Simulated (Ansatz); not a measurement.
VF3, relaxed as a triplet with UKS r2SCAN-D4/def2-TZVP in Ansatz, starting from the GFN2-xTB geometry. Force threshold 0.02 eV/Å.

The relaxation made no stability test and no search for a lower SCF solution.

Start:

Cartesian coordinates in Å:
```
V 0.115 -0.133 0.012
F -0.639 -1.490 -0.336
F -1.008 1.163 -0.102
F 1.533 0.459 0.427
```

```tsv
step	energy (eV)	largest force component (eV/Å)	SCF passes
1	-33841.5488	6.992	19
2	-33842.3325	2.625	25
3	-33842.5232	0.938	104
4	-33842.5378	0.395	41
5 (rejected)	-33842.5115	0.678	50
6	-33842.5450	0.558	47
7	-33842.5517	0.403	42
8 (rejected)	-33842.4971	1.827	38
9	-33842.5571	0.462	46
10	-33842.5583	0.368	43
11	-33842.5625	0.206	38
12	-33842.5663	0.254	33
13	-33842.5671	0.079	32
14	-33842.5672	0.021	24
15	-33842.5672	0.002	23
```

Force components are those of the run's own axes.

End:

Cartesian coordinates in Å:
```
V 0.064 0.013 0.017
F -0.592 -1.570 -0.337
F -1.187 1.226 -0.131
F 1.715 0.331 0.450
```

By distances, no bond broke or formed. The bond that changes most is V1–F2, from 1.59 to 1.75 Å (atoms count from 1).

No frequencies were taken in this run, so the end may be a saddle point.

Hardware: 4 threads of Intel Xeon Platinum 8488C on a shared host. Wall time 21 s.
